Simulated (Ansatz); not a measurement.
Ansatz (a first-principles code) input (SVWN5/def2-TZVPD):

Ansatz 0.2 input:
```yaml
crystal:
  periodic: [false, false, false]
  atoms:
    - {symbol: N, position_ang: [1.48907470, -0.44322066, 0.33067049]}
    - {symbol: Al, position_ang: [0.01677495, 0.48205374, -0.01520816]}
    - {symbol: N, position_ang: [-1.51697996, -0.35867945, -0.30537160]}
    - {symbol: H, position_ang: [1.56474282, -1.44643365, 0.38559669]}
    - {symbol: H, position_ang: [2.38692657, -0.01945772, 0.50318947]}
    - {symbol: H, position_ang: [0.07145839, 2.05346512, -0.06478411]}
    - {symbol: H, position_ang: [-2.38361199, 0.11470720, -0.50619447]}
    - {symbol: H, position_ang: [-1.66225334, -1.35567877, -0.29719375]}
basis:
  gaussian:
    orbitals: def2-TZVPD
hamiltonian:
  xc: {name: SVWN5}
magnetization: {spin_polarized: true, initial_magnetization: 2}
```

Output:

```
Functional definition: SVWN5
integrals: 0.06 GiB planned
877 factors; their error is unknown
0.11 GiB of the device are held for the grids
0.66 GiB of device memory are held for the factors and their scratch space
mean field: 0.63 GiB planned
mean field evaluation 1: about -9576.0483 eV, gradient 7.9e1 eV
mean field evaluation 2: about -9404.9635 eV, gradient 1.6e2 eV
mean field evaluation 4: about -9595.6628 eV, gradient 3.1e1 eV
mean field evaluation 8: about -9603.0659 eV, gradient 4.0e0 eV
mean field evaluation 16: about -9603.1556 eV, gradient 1.6e-2 eV
mean field evaluation 32: about -9603.1556 eV, gradient 1.1e-5 eV
mean field evaluation 64: about -9602.3285 eV, gradient 1.3e-1 eV
mean field evaluation 96: about -9602.3359 eV, gradient 1.6e0 eV
mean field evaluation 128: about -9597.3586 eV, gradient 1.8e1 eV
mean field evaluation 160: about -9602.7133 eV, gradient 1.6e0 eV
mean field -9603.15557341 eV, -352.9094580703 hartree, gradient 9.8e-6 eV, S^2 2.003010; 17 other end points of the search recorded, 0 dependent functions left out
reference -9603.15561848 eV, -352.9094597263 hartree; 17, 15 occupied and 145, 147 virtual orbitals, 877 factors
Total energy: -9603.15561848 eV, -352.9094597263 hartree
```

This state (charge 0, triplet) is run at the relaxed geometry of the species with charge 0 and multiplicity 1, and is a spin state other than that species' own.
